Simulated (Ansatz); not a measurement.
CH$_{4}$Cl$_{2}$SiTe, SMILES `[SiH3]C(Cl)(Cl)[TeH]`. Charge 0, multiplicity 1. Correlated methods include outer-core shells of Te, which these sets cover unevenly. Te: def2 effective core potential.

```csv
atom,x (Å),y (Å),z (Å)
Si1,-0.719,-0.925,-0.165
C2,0.019,0.726,0.414
Cl3,-0.608,2.030,-0.613
Cl4,-0.445,0.994,2.113
Te5,2.186,0.652,0.416
H6,-0.239,-1.165,-1.548
H7,-2.198,-0.812,-0.135
H8,-0.248,-1.988,0.752
H9,2.253,0.487,-1.234
```

Question: Give the diagnostics of a CCSD(T)/def2-TZVPP run (frozen core, Ansatz 0.2.0). (An estimate is asked.)

Answer: The calculation gave: T1 = 0.0115, largest single amplitude 0.016, largest double 0.031, (T) share of the correlation energy 3.7 %, 10 CCSD cycles. The RHF solution is stable towards an unrestricted one. T1 lies under the customary mark of 0.02 for closed shells.
